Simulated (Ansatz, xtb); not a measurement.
**Relative energy of two isomers of C4H8OS2Si**

Structure I: `C[C@]1(C=O)CS[SiH2]S1`, a singlet. Structure II: `O=CC[SiH]1SCCS1`, a singlet. Both are isolated molecules in the gas phase, relaxed with PBE0-D3(BJ)/def2-SVP, each in the lowest conformer that the search found.

Quicker runs give these differences E(II) − E(I): GFN2-xTB +0.298 eV; HF/STO-3G −0.391 eV (at GFN2-xTB geometries); r2SCAN-D4/def2-SVP −0.328 eV (at GFN2-xTB geometries).

Task: Which of the two would you expect CCSD(T)/def2-SVP + ΔMP2/def2-TZVPP electronic energies to favour?

Result: Structure II; the calculation gives E(II) − E(I) = −0.364 eV.

The same difference at several levels:

```
                             level              geometry  E(II) − E(I) (eV)  departure from the last row (eV)  job, with rough time for the two
                          GFN2-xTB              GFN2-xTB              +0.298                            +0.662              optimisation, 0.33 s
                         HF/STO-3G              GFN2-xTB              −0.391                            −0.027               single point, 0.5 s
                r2SCAN-D4/def2-SVP              GFN2-xTB              −0.328                            +0.036               single point, 4.8 s
              PBE0-D3(BJ)/def2-SVP  PBE0-D3(BJ)/def2-SVP              −0.336                            +0.028                optimisation, 70 s
                       HF/def2-SVP  PBE0-D3(BJ)/def2-SVP              −0.358                            +0.006           part of the CCSD(T) run
                      MP2/def2-SVP  PBE0-D3(BJ)/def2-SVP              −0.146                            +0.218           part of the CCSD(T) run
                  CCSD(T)/def2-SVP  PBE0-D3(BJ)/def2-SVP              −0.148                            +0.216                      single point
CCSD(T)/def2-SVP + ΔMP2/def2-TZVPP  PBE0-D3(BJ)/def2-SVP              −0.364                                               single point, 1.7 min
```

As drawn, II has 1 C–Si, 1 C–H in place of 1 C–C, 1 Si–H.

GFN2-xTB puts the two in the other order. The largest departure from CCSD(T)/def2-SVP + ΔMP2/def2-TZVPP is that of GFN2-xTB, 0.662 eV. The last row adds to CCSD(T) the change of the MP2 difference between the two basis sets, here −0.216 eV, a large step that makes the value less sure.

With thermal terms from frequencies at re-optimised GFN2-xTB minima (ideal gas, soft modes damped towards free rotors, one conformer each, 298.15 K, 1 atm): the zero-point term adds +0.062 eV; ΔH is −0.302 and ΔG −0.331 eV.

The correlated steps freeze 20 core orbitals. Mirror images aren't counted in ΔG. Run with Ansatz 0.2.0, xtb 6.7.1; the last row on 4 threads of Arm Neoverse V2 on a shared host.
